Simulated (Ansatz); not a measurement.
Ga₉N₉H₂₄, a nanocrystal cut from wurtzite GaN (hydrogen-capped), relaxed as a singlet with RKS PBE-D4/def2-SVP in Ansatz, starting from the GFN2-xTB geometry. Force threshold 0.03 eV/Å.

Single mean-field runs in def2-SVP are fitted with def2-universal-jkfit.

Start:

```xyz
42

Ga   -0.633    3.585   -1.192
N     1.338    3.136   -1.528
N    -1.404    1.967   -0.385
Ga   -1.274    0.503   -1.673
Ga    1.846    1.302   -0.962
N     0.659    0.115   -1.941
N    -2.063   -1.051   -0.788
Ga   -1.986   -2.582   -2.019
Ga    1.198   -1.658   -1.360
N     0.010   -2.916   -2.335
Ga   -0.511    1.634    1.321
N     1.389    1.197    0.923
N    -1.343    0.020    2.045
Ga   -1.206   -1.554    0.894
Ga    1.908   -0.606    1.426
N     0.725   -1.850    0.516
Ga   -0.511   -0.394    3.778
N     1.458   -0.767    3.354
H    -1.240    3.774   -2.606
H    -0.605    4.710   -0.123
H     1.530    3.270   -2.527
H     1.913    3.836   -1.048
H    -2.397    2.165   -0.206
H    -1.875    0.822   -3.056
H     3.340    1.036   -1.241
H     0.848    0.209   -2.949
H    -3.058   -0.859   -0.608
H    -2.535   -2.141   -3.401
H    -2.482   -3.849   -1.272
H     2.680   -1.970   -1.651
H     0.188   -2.871   -3.344
H     0.219   -3.885   -2.070
H    -0.512    2.836    2.283
H     1.966    1.870    1.447
H    -2.337    0.214    2.227
H    -1.752   -2.850    1.523
H     3.403   -0.901    1.186
H     0.945   -2.809    0.820
H    -0.492    0.892    4.644
H    -1.069   -1.749    4.284
H     2.033   -0.126    3.912
H     1.689   -1.704    3.700
```

| step | energy (eV) | largest force component (eV/Å) | SCF passes |
| --- | --- | --- | --- |
| 1 | -485061.9859 | 0.768 | 20 |
| 2 | -485062.4968 | 0.255 | 19 |
| 3 | -485062.5473 | 0.103 | 20 |
| 4 | -485062.5539 | 0.027 | 20 |

Force components are those of the run's own axes.

End:

Cartesian coordinates in Å:
```
Ga -0.681 3.706 -1.225
N 1.283 3.197 -1.537
N -1.319 1.986 -0.414
Ga -1.258 0.506 -1.720
Ga 1.898 1.370 -1.001
N 0.692 0.104 -1.914
N -1.993 -1.094 -0.826
Ga -2.075 -2.659 -2.078
Ga 1.220 -1.729 -1.415
N -0.062 -2.946 -2.355
Ga -0.478 1.662 1.343
N 1.408 1.167 0.899
N -1.257 -0.002 2.067
Ga -1.191 -1.598 0.907
Ga 1.961 -0.629 1.497
N 0.754 -1.826 0.499
Ga -0.553 -0.402 3.903
N 1.407 -0.764 3.415
H -1.301 3.889 -2.672
H -0.648 4.848 -0.127
H 1.494 3.331 -2.536
H 1.874 3.893 -1.059
H -2.320 2.158 -0.224
H -1.914 0.837 -3.117
H 3.433 1.184 -1.321
H 0.898 0.194 -2.921
H -2.986 -0.881 -0.630
H -2.631 -2.200 -3.490
H -2.580 -3.949 -1.308
H 2.711 -2.117 -1.764
H 0.132 -2.904 -3.366
H 0.162 -3.918 -2.096
H -0.527 2.893 2.330
H 2.003 1.833 1.416
H -2.259 0.197 2.224
H -1.795 -2.905 1.554
H 3.501 -0.944 1.340
H 0.993 -2.784 0.800
H -0.531 0.919 4.778
H -1.121 -1.790 4.414
H 1.998 -0.127 3.970
H 1.655 -1.703 3.760
```

By distances, no bond broke or formed. The bond that changes most is Ga1–N3, from 1.97 to 2.01 Å (atoms count from 1).

No frequencies were taken in this run, so the end may be a saddle point.

It took 28 s on 2 threads of AMD EPYC 7R13 on a shared host and a share (18 GiB) of an NVIDIA H100 80GB HBM3, peak host memory 1.1 GiB.
